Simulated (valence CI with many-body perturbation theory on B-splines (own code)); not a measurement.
# E1 transitions of Nd27+

Method: valence CI with perturbative core correlation (CI+MBPT): five valence electrons over a frozen Dirac-Fock core [Ar] 3d10, a basis of 9 s, 9 p, 8 d, 6 f, 3 g, 1 h functions for each j, with the one-electron correlation potential Σ1, the two-electron term Σ2, the three-electron term Σ3, Breit, model QED; selected CI, second order for the rest (own B-spline code, finite nucleus).

The last digits are not significant, and no measured levels were compared; by estimate large intervals hold to a few tenths of a per cent, small ones and those within an open d or f shell to about a per cent. Among the levels kept, up to 270 cm⁻¹ of a level comes from second order outside the variational space, and about a tenth of that is noise between levels of different J, which matters for small intervals.

Lines 1 to 50 of 189 in falling wavelength, among levels below 1629600 cm⁻¹, chosen from the strongest by gf and those to the six lowest levels. Wavelengths and rates use the calculated energies. Electric multipoles are in the length gauge, E1 and E2 with the static RPA response of the core. Weak lines are less certain than strong ones. Lines between different terms over intervals too small for the method are left out, as are lines whose strength nearly cancels. The highest levels of a list are the least certain.

Levels are named by their leading jj configuration (3d3/2^4 stands for four electrons in 3d with j = 3/2), which in mixed levels can hold well under half, so a name can repeat and another be missing. Letters in brackets count levels of one name in rising energy.

```
λ vac (Å)                               Upper                               Lower   A (s⁻¹)  S (a.u.) with core polarisation  S without
    449.3          (4s 4p1/2^2 4p3/2^2) J=5/2                (4s^2 4p3/2^3) J=3/2  2.85e+06                         7.67e-04   8.24e-04
    338.1          (4s 4p1/2^2 4p3/2^2) J=3/2                (4s^2 4p3/2^3) J=3/2  7.37e+07                         5.62e-03   6.05e-03
    320.1          (4s 4p1/2^2 4p3/2^2) J=1/2                (4s^2 4p3/2^3) J=3/2  6.07e+07                         1.97e-03   2.11e-03
    283.5      (4s 4p1/2^2 4p3/2 4d3/2) J=5/2  (4s^2 4p1/2 4p3/2 4d3/2) J=3/2 [b]  2.41e+08                         1.63e-02   1.75e-02
    280.6  (4s 4p1/2^2 4p3/2 4d3/2) J=3/2 [a]  (4s^2 4p1/2 4p3/2 4d3/2) J=1/2 [c]  2.13e+08                         9.29e-03   1.00e-02
    278.0  (4s 4p1/2^2 4p3/2 4d3/2) J=3/2 [a]  (4s^2 4p1/2 4p3/2 4d3/2) J=5/2 [b]  1.25e+08                         5.30e-03   5.72e-03
    268.4      (4s 4p1/2^2 4p3/2 4d3/2) J=7/2  (4s^2 4p1/2 4p3/2 4d3/2) J=5/2 [b]  4.88e+08                         3.72e-02   4.01e-02
    264.9          (4s^2 4p1/2^2 4d3/2) J=3/2                (4s^2 4p3/2^3) J=3/2  1.08e+08                         3.95e-03   4.25e-03
    258.4  (4s 4p1/2^2 4p3/2 4d3/2) J=3/2 [a]  (4s^2 4p1/2 4p3/2 4d5/2) J=3/2 [a]  2.41e+08                         8.22e-03   8.86e-03
    256.4      (4s 4p1/2^2 4p3/2 4d3/2) J=5/2  (4s^2 4p1/2 4p3/2 4d5/2) J=3/2 [a]  2.77e+08                         1.38e-02   1.49e-02
    245.3             (4p1/2^2 4p3/2^3) J=3/2  (4s^2 4p1/2 4p3/2 4d5/2) J=3/2 [a]  1.62e+08                         4.71e-03   5.08e-03
    244.9      (4s 4p1/2^2 4p3/2 4d3/2) J=7/2  (4s^2 4p1/2 4p3/2 4d5/2) J=5/2 [a]  8.38e+08                         4.86e-02   5.23e-02
    237.3  (4s 4p1/2^2 4p3/2 4d3/2) J=3/2 [b]  (4s^2 4p1/2 4p3/2 4d3/2) J=1/2 [c]  1.81e+08                         4.77e-03   5.13e-03
    237.2      (4s 4p1/2^2 4p3/2 4d3/2) J=7/2      (4s^2 4p1/2 4p3/2 4d5/2) J=9/2  1.38e+08                         7.25e-03   7.79e-03
    227.2          (4s^2 4p1/2^2 4d5/2) J=5/2                (4s^2 4p3/2^3) J=3/2  9.65e+06                         3.35e-04   3.63e-04
    226.9      (4s 4p1/2^2 4p3/2 4d3/2) J=5/2        (4s 4p1/2 4p3/2^3) J=3/2 [b]  5.39e+08                         1.86e-02   2.01e-02
    226.3      (4s 4p1/2^2 4p3/2 4d3/2) J=1/2        (4s 4p1/2 4p3/2^3) J=3/2 [b]  4.99e+08                         5.71e-03   6.14e-03
    221.2  (4s 4p1/2^2 4p3/2 4d3/2) J=3/2 [b]  (4s^2 4p1/2 4p3/2 4d5/2) J=3/2 [a]  8.84e+08                         1.89e-02   2.03e-02
    219.3      (4s 4p1/2^2 4p3/2 4d5/2) J=9/2      (4s^2 4p1/2 4p3/2 4d5/2) J=9/2  2.06e+09                         1.07e-01   1.15e-01
    218.1             (4p1/2^2 4p3/2^3) J=3/2        (4s 4p1/2 4p3/2^3) J=3/2 [b]  2.92e+09                         5.98e-02   6.45e-02
    217.1  (4s 4p1/2^2 4p3/2 4d3/2) J=3/2 [b]  (4s^2 4p1/2 4p3/2 4d5/2) J=5/2 [a]  9.45e+08                         1.91e-02   2.05e-02
    217.1        (4s 4p1/2 4p3/2^3) J=3/2 [a]                (4s^2 4p3/2^3) J=3/2  2.11e+08                         4.27e-03   4.62e-03
    215.6      (4s 4p1/2^2 4p3/2 4d3/2) J=1/2  (4s^2 4p1/2 4p3/2 4d3/2) J=1/2 [b]  2.21e+09                         2.18e-02   2.35e-02
    214.5      (4s 4p1/2^2 4p3/2 4d3/2) J=5/2      (4s^2 4p1/2 4p3/2 4d3/2) J=7/2  7.38e+08                         2.16e-02   2.32e-02
    210.0      (4s 4p1/2^2 4p3/2 4d3/2) J=7/2      (4s^2 4p1/2 4p3/2 4d3/2) J=7/2  2.39e+09                         8.75e-02   9.42e-02
    209.9          (4s 4p1/2^2 4p3/2^2) J=5/2          (4s^2 4p1/2 4p3/2^2) J=5/2  2.63e+09                         7.21e-02   7.76e-02
    208.2             (4p1/2^2 4p3/2^3) J=3/2  (4s^2 4p1/2 4p3/2 4d3/2) J=1/2 [b]  9.62e+08                         1.71e-02   1.85e-02
    205.3  (4s 4p1/2^2 4p3/2 4d3/2) J=3/2 [a]  (4s^2 4p1/2 4p3/2 4d3/2) J=5/2 [a]  1.29e+09                         2.20e-02   2.37e-02
    204.7      (4s 4p1/2^2 4p3/2 4d5/2) J=9/2  (4s^2 4p1/2 4p3/2 4d5/2) J=7/2 [a]  4.16e+09                         1.76e-01   1.90e-01
    204.0      (4s 4p1/2^2 4p3/2 4d3/2) J=5/2  (4s^2 4p1/2 4p3/2 4d3/2) J=5/2 [a]  2.57e+09                         6.46e-02   6.96e-02
    200.6            (4s 4p1/2 4p3/2^3) J=5/2                (4s^2 4p3/2^3) J=3/2  4.49e+09                         1.07e-01   1.16e-01
    200.0      (4s 4p1/2^2 4p3/2 4d3/2) J=7/2  (4s^2 4p1/2 4p3/2 4d3/2) J=5/2 [a]  6.63e+08                         2.09e-02   2.25e-02
    197.0          (4s 4p1/2^2 4p3/2^2) J=5/2          (4s^2 4p1/2 4p3/2^2) J=3/2  4.98e+09                         1.13e-01   1.22e-01
    196.9             (4p1/2^2 4p3/2^3) J=3/2  (4s^2 4p1/2 4p3/2 4d3/2) J=5/2 [a]  3.70e+08                         5.58e-03   6.00e-03
    196.2          (4s 4p1/2^2 4p3/2^2) J=3/2          (4s^2 4p1/2 4p3/2^2) J=1/2  1.42e+07                         2.12e-04   2.31e-04
    195.9      (4s 4p1/2^2 4p3/2 4d5/2) J=9/2      (4s^2 4p1/2 4p3/2 4d3/2) J=7/2  9.08e+07                         3.37e-03   3.64e-03
    193.9  (4s 4p1/2^2 4p3/2 4d3/2) J=3/2 [a]  (4s^2 4p1/2 4p3/2 4d3/2) J=3/2 [a]  5.40e+09                         7.77e-02   8.37e-02
    193.0  (4s 4p1/2^2 4p3/2 4d3/2) J=3/2 [a]  (4s^2 4p1/2 4p3/2 4d3/2) J=1/2 [a]  2.72e+09                         3.86e-02   4.16e-02
    192.8      (4s 4p1/2^2 4p3/2 4d3/2) J=5/2  (4s^2 4p1/2 4p3/2 4d3/2) J=3/2 [a]  5.97e+08                         1.27e-02   1.37e-02
    192.4      (4s 4p1/2^2 4p3/2 4d3/2) J=1/2  (4s^2 4p1/2 4p3/2 4d3/2) J=3/2 [a]  9.47e+08                         6.65e-03   7.16e-03
    191.5      (4s 4p1/2^2 4p3/2 4d3/2) J=1/2  (4s^2 4p1/2 4p3/2 4d3/2) J=1/2 [a]  1.50e+09                         1.04e-02   1.12e-02
    190.0          (4s 4p1/2^2 4p3/2^2) J=1/2          (4s^2 4p1/2 4p3/2^2) J=1/2  9.00e+09                         6.09e-02   6.56e-02
    187.5  (4s^2 4p1/2 4p3/2 4d3/2) J=1/2 [a]                (4s^2 4p3/2^3) J=3/2  2.53e+09                         1.65e-02   1.77e-02
    186.7  (4s^2 4p1/2 4p3/2 4d3/2) J=3/2 [a]                (4s^2 4p3/2^3) J=3/2  2.33e+09                         2.99e-02   3.22e-02
    186.4             (4p1/2^2 4p3/2^3) J=3/2  (4s^2 4p1/2 4p3/2 4d3/2) J=3/2 [a]  1.61e+09                         2.05e-02   2.22e-02
    185.6             (4p1/2^2 4p3/2^3) J=3/2  (4s^2 4p1/2 4p3/2 4d3/2) J=1/2 [a]  1.45e+09                         1.83e-02   1.97e-02
    182.0          (4s 4p1/2^2 4p3/2^2) J=3/2          (4s^2 4p1/2 4p3/2^2) J=5/2  6.47e+09                         7.70e-02   8.29e-02
    181.1  (4s 4p1/2^2 4p3/2 4d3/2) J=3/2 [b]  (4s^2 4p1/2 4p3/2 4d3/2) J=5/2 [a]  4.08e+09                         4.78e-02   5.14e-02
    180.8  (4s 4p1/2^2 4p3/2 4d3/2) J=3/2 [a]            (4s 4p1/2 4p3/2^3) J=5/2  4.27e+09                         4.98e-02   5.36e-02
    177.2  (4s^2 4p1/2 4p3/2 4d3/2) J=5/2 [a]                (4s^2 4p3/2^3) J=3/2  2.34e+08                         3.86e-03   4.16e-03
```
